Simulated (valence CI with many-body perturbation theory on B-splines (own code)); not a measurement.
Values are calculated unless marked as measured or tabulated.
## Pr LV: what each term of the Hamiltonian does

Level of theory: relativistic CI+MBPT: three valence electrons over a frozen Dirac-Fock core [He], radial functions for each j: 11 s, 11 p, 9 d, 7 f, 5 g, 2 h, 1 i, with the one-electron correlation potential Σ1 (screened to all orders), the two-electron term Σ2, the three-electron term Σ3, Breit, model QED; selected single and double excitations, second order for the rest (own B-spline code, finite nucleus).

The last digits are not significant, and no measured levels were compared; by estimate large intervals hold to a few tenths of a per cent, small ones and those within an open d or f shell to about a per cent.

Each rung adds one term. CI alone is the Dirac-Coulomb CI over the frozen core; QED comes last and gives the full result, which names the levels. Energies are above (2s^2 2p1/2) J=1/2 on the same rung, in eV.

Levels are named by their leading jj configuration (3d3/2^4 stands for four electrons in 3d with j = 3/2), which in mixed levels can hold well under half, so a name can repeat and another be missing. Letters in brackets count levels of one name in rising energy.

```tsv
Level	CI alone
(2s 2p1/2^2) J=1/2	186.9
(2s^2 2p3/2) J=3/2	537.0
(2s 2p1/2 2p3/2) J=3/2 [a]	667.3
(2s 2p1/2 2p3/2) J=5/2	707.1
(2s 2p1/2 2p3/2) J=1/2	756.5
(2s 2p1/2 2p3/2) J=3/2 [b]	760.4
(2p1/2^2 2p3/2) J=3/2	957.2
(2s 2p3/2^2) J=5/2	1225.0
(2s 2p3/2^2) J=1/2	1302.0
(2s 2p3/2^2) J=3/2	1306.9
(2p1/2 2p3/2^2) J=3/2	1458.0
(2p1/2 2p3/2^2) J=5/2	1483.9
(2p1/2 2p3/2^2) J=1/2	1519.7
(2p3/2^3) J=3/2	2029.9
(2s^2 3s) J=1/2	6333.2
(2s^2 3p1/2) J=1/2	6397.3
```

(1) What do these energies become with core correlation, Breit and QED?

(2) How does the ionisation energy move along the ladder, and which term matters most?

## Answers

(1) (2s 2p1/2^2) J=1/2 187.3 (+0.39); (2s^2 2p3/2) J=3/2 529.3 (-7.68); (2s 2p1/2 2p3/2) J=3/2 [a] 659.9 (-7.42); (2s 2p1/2 2p3/2) J=5/2 694.4 (-12.66); (2s 2p1/2 2p3/2) J=1/2 749.1 (-7.38); (2s 2p1/2 2p3/2) J=3/2 [b] 750.0 (-10.38); (2p1/2^2 2p3/2) J=3/2 948.2 (-9.02); (2s 2p3/2^2) J=5/2 1207.3 (-17.75); (2s 2p3/2^2) J=1/2 1289.4 (-12.65); (2s 2p3/2^2) J=3/2 1290.3 (-16.58); (2p1/2 2p3/2^2) J=3/2 1441.6 (-16.37); (2p1/2 2p3/2^2) J=5/2 1462.5 (-21.40); (2p1/2 2p3/2^2) J=1/2 1505.1 (-14.60); (2p3/2^3) J=3/2 2006.1 (-23.82); (2s^2 3s) J=1/2 6322.7 (-10.50); (2s^2 3p1/2) J=1/2 6386.7 (-10.66).

(2) CI alone 11272, + Σ1 11273, + Σ2 11272, + Σ3 11272, + Breit 11257, + QED 11257 eV. The largest step is Breit, -15 eV. NIST lists 11262 ± 5 eV (theoretical).
